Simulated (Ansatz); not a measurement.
Isomers of CH4BrClSi, relaxed with PBE0-D4/def2-TZVP in Ansatz; electronic energies, one conformer each and not always the lowest. Functionals use def2-TZVPP; CBS adds triple-zeta CCSD(T) − MP2 to the MP2 limit of def2-TZVPP and def2-QZVPP.

Outer-core shells of Br are correlated without core-valence functions. Scalar relativity is left out up to krypton. Spin–orbit coupling is left out.

Q: Order them by energy at frozen-core CCSD(T)/CBS, lowest first. (Best estimate.)
A. `C[SiH](Cl)Br`
B. `[SiH3]C(Cl)Br`
C. `ClC[SiH2]Br`

A: A (0.0 kJ/mol), C (184.4 kJ/mol), B (342.0 kJ/mol).

Q: How do r2SCAN-D4, B2PLYP, PBE-D4, B3LYP place them (kJ/mol, against `C[SiH](Cl)Br`)? (An estimate is asked.)

A: Ansatz gave: 
| isomer | r2SCAN-D4 | B2PLYP | PBE-D4 | B3LYP |
| --- | --- | --- | --- | --- |
| `[SiH3]C(Cl)Br` | 348.2 | 340.6 | 329.5 | 337.5 |
| `ClC[SiH2]Br` | 189.5 | 184.4 | 179.8 | 181.3 |

B3LYP here is the variant with VWN-RPA as its local correlation; programs differ in this.
